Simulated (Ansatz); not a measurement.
Consider the ligand exchange at a Mo–C bond: `[CH3][Mo]([NH2])(=[O])=[O]` + HCl → `[NH2][Mo](=[O])(=[O])[Cl]` + CH₄.

Calculated with Ansatz (gas phase, PBE0-D4/def2-TZVP geometries, no zero-point term in ΔE). CCSD(T)/CBS adds triple-zeta CCSD(T) − MP2 to the extrapolated MP2 energy (def2 sets, frozen cores). This one scheme is used for every species. DFT in def2-TZVPP. B3LYP here is the variant with VWN-RPA as its local correlation; programs differ in this. Elements past krypton have def2 core potentials. For Mo outer-core shells are correlated without core-valence functions, which leaves a few kJ/mol of doubt a bond. One conformer a species, not always the lowest.

`[CH3][Mo]([NH2])(=[O])=[O]`:

```xyz
10

C    -0.200    0.448    1.476
Mo   -0.216    0.433   -0.632
N     0.577   -1.225   -1.196
O    -1.831    0.550   -1.080
O     0.691    1.766   -1.107
H     0.829    0.379    1.838
H    -0.781   -0.395    1.856
H    -0.644    1.380    1.833
H     1.537   -1.307   -1.502
H     0.038   -2.029   -1.486
```

HCl:

Cartesian coordinates in Å:
```
Cl 0.533 -0.023 0.352
H -0.533 0.023 -0.352
```

`[NH2][Mo](=[O])(=[O])[Cl]`:

Cartesian coordinates in Å:
```
N -0.704 -0.817 0.521
Mo 0.441 0.513 -0.241
O -0.093 2.019 0.258
O 2.003 0.235 0.293
Cl 0.375 0.392 -2.502
H -1.648 -0.629 0.825
H -0.374 -1.714 0.846
```

CH₄:

Cartesian coordinates in Å:
```
C 0.000 0.000 0.000
H 0.631 0.096 0.883
H 0.078 0.905 -0.602
H -1.036 -0.144 0.307
H 0.327 -0.857 -0.588
```

```tsv
level	ΔE (kcal/mol)
B2PLYP	-36.4
B3LYP	-35.2
```

Question: What does CCSD(T)/CBS give? (Estimate.)

Answer: Ansatz gave: -33.4 kcal/mol. The listed levels differ from it by -3.0, -1.8 kcal/mol.

Question: What do rigid-rotor, harmonic-oscillator terms from PBE0-D4/def2-TZVP frequencies (298.15 K, 1 bar) make of the CCSD(T)/CBS value? (Best estimate.)

Answer: Ansatz gave: ΔZPE = +2.3 kcal/mol, ΔH = -31.2 kcal/mol, ΔS = -7 J/(mol·K), ΔG = -30.7 kcal/mol.

Largest T1 diagnostic among the species: 0.025, so the coupled-cluster value is less sure than usual.

From BLYP to BHLYP (50 % exact exchange), in def2-TZVPP and without D4, ΔE moves by +1.1 kcal/mol. Leaving LDA and LC-ωPBE aside and taking each functional with its dispersion term where it has one, the values, not all of them listed here, spread over 3.8 kcal/mol, from B97M-V to ωB97M-V. LDA lies +1.2 kcal/mol from PBE without D4.
